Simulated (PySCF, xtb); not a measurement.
C4H7FO2, SMILES C=C(F)OCCO.

xtb with GFN2-xTB at its own geometry gives an orbital gap of 5.20 eV and a dipole moment of 1.16 D.

The structure is a stationary point at B3LYP-D3(BJ)/def2-SVP. This is a generated structure with no PubChem entry under its InChIKey; it may be hypothetical. One conformer was computed; it need not be the lowest.

### Question
What does PBE/def2-TZVP run with PySCF give? (An estimate is asked for; the answer gives what the named calculation found.)

### Answer
gap 5.40 eV (levels -5.89 and -0.49 eV), dipole 0.57 D.
